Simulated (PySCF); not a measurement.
**Radial density of Ru³⁷⁺ (ruthenium, charge +37)**

M06-L, [He] 2s2 2p3, high-spin 4S determinant. Calculation: PySCF 2.14, in an even-tempered Gaussian basis (19 s from 15 bohr⁻², ratio 2.2; 12 p from 19 bohr⁻², ratio 2.2; 6 d from 75 bohr⁻², ratio 2.4; 5 f from 110 bohr⁻², ratio 2.4; 4 g from 170 bohr⁻², ratio 2.4); the spin-free X2C one-electron Hamiltonian (Gaussian nucleus).

| r (bohr) | 4πr²ρ (e/bohr) | 4πr²(ρα − ρβ) |
| --- | --- | --- |
| 0.0295 | 49.20 | 3.9772 |
| 0.0497 | 32.76 | 12.6980 |
| 0.0836 | 36.49 | 23.4703 |
| 0.141 | 31.93 | 17.1409 |
| 0.236 | 5.554 | 2.6263 |
| 0.398 | 0.06356 | 0.0293 |

Densities and radii are taken from the X2C orbitals without a picture-change correction, which distorts them close to the nucleus.

Spin-orbit coupling is strong in this species (close to jj coupling), so the high-spin LS determinant is a model state, not a physical level.
